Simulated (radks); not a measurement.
Question: These are the eigenvalues of the occupied orbitals of an atom or ion with whole-number occupations (hartree). All-electron calculation, Dirac Kohn-Sham, RPBE, spin-unpolarised, spherical densities, finite nucleus; Fermi nuclear charge, rms radius of each element as measured or else 0.836 A^(1/3) + 0.57 fm. Program: a radial shooting solver on a logarithmic mesh with Libxc functionals.

| orbital | eigenvalue |
|---|---|
| 1s1/2 | -3186.684 |
| 2s1/2 | -605.7176 |
| 2p1/2 | -583.4404 |
| 2p3/2 | -507.5697 |
| 3s1/2 | -180.1222 |
| 3p1/2 | -170.1260 |
| 3p3/2 | -153.0828 |
| 3d3/2 | -136.6366 |
| 3d5/2 | -132.9968 |
| 4s1/2 | -72.39359 |
| 4p1/2 | -68.03470 |
| 4p3/2 | -63.15449 |
| 4d3/2 | -56.08601 |
| 4d5/2 | -55.08939 |
| 4f5/2 | -46.38731 |
| 5f5/2 | -26.98410 |

Which element is it, and in what charge state? The configuration may be excited. Open shells, if any, fill j = l - 1/2 first.

Answer: Z = 81, thallium, charge +33: Tl33+ in [Kr] 4d9 4f2 5f1. The list shows which subshells hold electrons but not how many an open one holds; the 1s level, -3186.7 hartree, gives Z - s = 79.8 by -(Z - s)^2/2, which with screening and relativity narrows Z to a few neighbours, and the depths of the outer levels then fix element, charge and occupations together.
